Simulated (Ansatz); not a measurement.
Consider the atomization: `N[Si](F)([SiH3])Cl` → Cl• + F• + 5 H• + N• + 2 Si•.

Calculated with Ansatz (gas phase, PBE0-D4/def2-TZVP geometries, no zero-point term in ΔE). CBS: MP2 limit from def2 TZ/QZ plus the TZ coupled-cluster correction, frozen cores. This one scheme is used for every species, atoms too. For atomizations the MP2-based limit and the directly extrapolated one differ by several kJ/mol either way, and by 10 to 25 for some Ge, Se and Sn compounds, so smaller differences from it don't rank the levels. Functionals use def2-TZVPP. HSE06 is defined as in plane-wave codes. Open shells (•) are unrestricted, without spin–orbit coupling. Spin–orbit coupling would lower the free atoms: a little for Cl, F, Si. Each species was taken in one conformer, which may not be the lowest.

(1) What is ΔE at CCSD(T)/CBS? (Best estimate.)

(2) What do these levels give: LDA (SPW92), revPBE-D4, PBE0-D4, ωB97X-V, ωB97M-V, r2SCAN, r2SCANh, HSE06, CAM-B3LYP, HF/def2-SVP, SCS-MP2/def2-TZVPP, HF/CBS(def2)? (Estimate.)

Largest T1 diagnostic among the species: 0.012.

## Answers

(1) Ansatz gave: +3396.2 kJ/mol.

(2) The calculation gave: LDA (SPW92) 3821.1, revPBE-D4 3326.3, PBE0-D4 3353.9, ωB97X-V 3412.6, ωB97M-V 3397.0, r2SCAN 3376.2, r2SCANh 3354.5, HSE06 3334.7, CAM-B3LYP 3372.1, HF/def2-SVP 2403.6, SCS-MP2/def2-TZVPP 3329.4, HF/CBS(def2) 2477.3 kJ/mol.

Leaving LDA and LC-ωPBE aside and taking each functional with its dispersion term where it has one, the values, not all of them listed here, spread over 114.8 kJ/mol, from BHLYP-D4 to ωB97X-V. LDA lies +445.1 kJ/mol from PBE without D4, its usual overbinding. The D4 term adds +42.2 kJ/mol with B3LYP and +22.2 kJ/mol with PBE0; it sums over pairs of atoms, weighted by their polarisabilities, and B3LYP, whose exchange is more repulsive, gets the larger term. From BLYP to BHLYP (50 % exact exchange), in def2-TZVPP and without D4, ΔE moves by −44.0 kJ/mol: exact exchange takes away binding that semilocal exchange gives to molecules.

B3LYP here is the variant with VWN-RPA as its local correlation; programs differ in this.
